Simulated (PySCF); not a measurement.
## Computed structure and properties of [Gd(NH2)2]+

System: [Gd(NH2)2]+ (singlet in the valence; each metal's 4f electrons, 7 of them, lie in its core potential, out of spins and levels); start: displaced along the imaginary mode (C1). Method: PySCF 2.14.0, RKS TPSS, Gd lcecp-1-SVP with ECP53, N def2-SVP, H def2-SVP; non-relativistic Hamiltonian with scalar-relativistic core potentials where named; density fitting; no spin-orbit coupling.

Input of the relaxation:

```python
mol = gto.M(atom='''
Gd    -0.03511    -0.00753    -0.00000
N      0.16923     0.04673     2.19760
H      0.77240     0.55890     2.86318
H     -0.36460    -0.57810     2.83108
N      0.16455     0.02489    -2.19760
H      0.79640    -0.46625    -2.85751
H     -0.34060     0.67074    -2.83675''',
    basis={'Gd': 'lcecp-1-SVP', 'N': 'def2-SVP', 'H': 'def2-SVP'},
    ecp={'Gd': 'lcecp-1-SVP'},
    charge=1, spin=0)
mf = dft.RKS(mol, xc='TPSS')
mf.grids.atom_grid = (50, 194)  # f atoms: unpruned, at least (60, 302)
mf = mf.density_fit()  # fitting sets: Gd AutoAux, N def2-universal-JKFIT, H def2-universal-JKFIT
mf.conv_tol = 1e-08; mf.max_cycle = 55
mf.kernel(dm0)  # dm0: converged density of the start geometry
# quasi-Newton relaxation in Cartesian coordinates to a largest gradient under 0.00045 Eh/bohr, steps kept in the point group
```

Run from Python with OMP_NUM_THREADS=2; the lines above give its settings. Where DIIS fails, smearing, a level shift and second-order steps follow.
It took 6.3 min on 2 threads of Intel(R) Xeon(R) Processor @ 2.50GHz (Skylake/Cascade Lake), with other jobs on the host, from the converged density of the start.

Course of the relaxation:

| step | energy above end (eV) | largest force component within the symmetry (eV/Å) |
| --- | --- | --- |
| 0 | 0.9722 | 0.323 |
| 1 | 0.9506 | 0.386 |
| 2 | 0.7653 | 0.894 |
| 3 | 0.5242 | 0.961 |
| 4 | 0.4371 | 1.276 |
| 5 | 0.3744 | 1.214 |
| 6 | 0.3142 | 0.673 |
| 7 | 0.2980 | 0.402 |
| 27 | 0.0010 | 0.048 |
| 28 | 0.0006 | 0.065 |
| 29 | 0.0004 | 0.038 |
| 30 | 0.0002 | 0.016 |
| 31 | 0.0001 | 0.025 |
| 32 | 0.0000 | 0.022 |
(The steps between are left out.)

Relaxed geometry (C2v):

```xyz
7

Gd   -1.1645   -0.1391   -0.0119
N     0.1107   -0.0808    1.6699
H     1.1311    0.0443    1.5947
H    -0.0894   -0.1474    2.6772
N     0.1214    0.1349   -1.6672
H     1.1420    0.2564   -1.5885
H    -0.0891    0.1812   -2.6743
```

| contact | Å |
| --- | --- |
| Gd1–N2 (NH2) | 2.111 |
| Gd1–N5 (NH2) | 2.114 |

On the finer grid (75, 302):

* HOMO: -10.29 eV
* LUMO: -7.10 eV
* Dipole about the centre of mass: 2.63 D
* Set of Mulliken populations of Gd1 outside the core potential: s 2.20, p 6.13, d 1.44, f 0.05
* D3(BJ) dispersion energy (not in the energies): -0.147 eV

| atom | Mulliken (e) | Löwdin (e) | spin (e) |
| --- | --- | --- | --- |
| Gd1 | 1.18 | 1.00 | 0.00 |
| N2 | -0.44 | -0.21 | 0.00 |
| H3 | 0.18 | 0.11 | 0.00 |
| H4 | 0.17 | 0.11 | 0.00 |
| N5 | -0.44 | -0.21 | 0.00 |
| H6 | 0.18 | 0.11 | 0.00 |
| H7 | 0.17 | 0.11 | 0.00 |

The 4f levels lie in the core potential and are missing. Their spin isn't counted.

No frequency check is given for this geometry.

Taking off one NH2 (charge -1, singlet; the rest: singlet) in vacuum, both parts rigid, costs 16.92 eV; the small basis without counterpoise inflates it. Most of it is the attraction of opposite charges; other ways to part are cheaper, and one spin state was tried for the rest.

Rigid scan of NH2 along the line from its metal:

| distance to N2 (Å) | energy (eV) |
| --- | --- |
| 1.81 | 1.287 |
| 1.91 | 0.499 |
| 2.01 | 0.110 |
| 2.11 | 0.000 |
| 2.21 | 0.082 |
| 2.31 | 0.292 |
| 2.51 | 0.925 |
| 2.81 | 2.035 |
| 3.21 | 3.356 |
| 3.71 | 4.483 |

One start shape was tried, so this needn't be the lowest isomer.

An lcecp potential fixes the number of 4f electrons, so in runs with it no electron can move into or out of that shell.
